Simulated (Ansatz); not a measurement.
Correlation energies of CH3CuF3PS (`C[S][Cu-][P+](F)(F)F`) by basis set

Cartesian coordinates in Å:
```
C -1.428 1.152 -1.811
S -0.211 -0.185 -2.051
Cu 0.526 -0.598 -0.098
P 1.332 -1.054 1.833
F 2.787 -1.580 1.911
F 0.632 -2.121 2.712
F 1.413 0.101 2.863
H -1.837 1.394 -2.792
H -2.248 0.840 -1.165
H -0.965 2.049 -1.401
```

Charge 0, multiplicity 1. For Cu the d shell is correlated and the shells below it are frozen. Scalar relativity is left out up to krypton. The geometry is a stationary point of PBE0-D4/def2-TZVP. It is one conformer, not always the lowest. Frozen core, restricted reference, the Gaussian-basis code of Ansatz.

```csv
basis,HF (Eh),MP2 corr.,CCSD corr.,(T),CCSD(T) total
def2-SVP,-2714.49129,?,-1.27259,?,?
def2-TZVPP,-2715.44570,?,–,–,–
def2-QZVPP,?,-1.94206,–,–,–
```

**Question.** Fill in the withheld values. (Best estimate.)

**Answer.** Computed: def2-SVP MP2 corr.: -1.28058; def2-SVP (T): -0.03951; def2-SVP CCSD(T) total: -2715.80339; def2-TZVPP MP2 corr.: -1.79531; def2-QZVPP HF (Eh): -2715.52561.
